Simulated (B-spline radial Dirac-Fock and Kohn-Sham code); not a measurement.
**Bi³⁺ 4d5/2: cross section and angular parameters**

System: the Bi³⁺ ion, 1s2 2s2 2p6 3s2 3p6 3d10 4s2 4p6 4d10 4f14 5s2 5p6 5d10 6s2; threshold 469.9 eV (orbital energy of the model). Level of theory: Dirac-Hartree-Slater photoionisation with a Latter tail; cross sections with all multipoles, angular parameters from the dipole term and its interference with E2; a radial atomic solver.

The run's input, task.json:

```json
{"items": [{
  "Z": 83,
  "q": 3,
  "cfg": [[1, 0, 2], [2, 0, 2], [2, 1, 6], [3, 0, 2], [3, 1, 6], [3, 2, 10], [4, 0, 2], [4, 1, 6], [4, 2, 10], [4, 3, 14], [5, 0, 2], [5, 1, 6], [5, 2, 10], [6, 0, 2]],
  "A": 209,
  "rrms": 5.5211,
  "do": "xps",
  "hv": [51.9, 80, 125.0, 131.0, 134.0, 157.0, 200, 212.0, 274.0, 374.0, 467.0, 600, 800, 834.0, 841.0, 954.0, 1780.0, 1950.0, 1960.0, 2984.4, 3430.0, 4160.0, 4510.0, 5370.0, 6000, 7810.0, 8047.8, 10700.0, 11700.0, 12000]
}]}
```

Command: `python xray2_run.py task.json out`

For linearly polarised light dσ/dΩ = σ/(4π) [1 + β P₂(cos θ) + (δ + γ cos²θ) sin θ cos φ], with θ from the polarisation vector and φ the angle between the beam and the projection of the electron momentum on the plane normal to the polarisation.

```csv
hν (eV),σ (kb),β,γ,δ
600,364,-0.382,-0.136,0.144
800,366,0.406,0.175,0.106
834,359,0.490,0.196,0.092
841,357,0.506,0.198,0.089
954,325,0.719,0.205,0.055
1780,135,1.245,-0.047,0.007
1950,114,1.279,-0.055,0.010
1960,?,?,?,?
2984.4,46.1,1.354,0.071,0.028
3430,33.2,1.355,0.164,0.037
4160,20.5,1.343,0.328,0.050
4510,16.6,1.333,0.407,0.057
5370,10.4,1.303,0.595,0.073
6000,7.63,1.279,0.723,0.085
7810,3.54,1.209,1.049,0.119
8047.8,3.24,1.200,1.088,0.124
10700,1.34,1.105,1.459,0.175
11700,1.01,1.073,1.576,0.194
12000,0.928,1.063,1.609,0.200
```

Q: Give the values at 1960 eV.

A: σ = 112 kb, β = 1.281, γ = -0.055, δ = 0.010.

Values without a named source are computed, but for edge energies of neutral atoms, which are taken from tables.
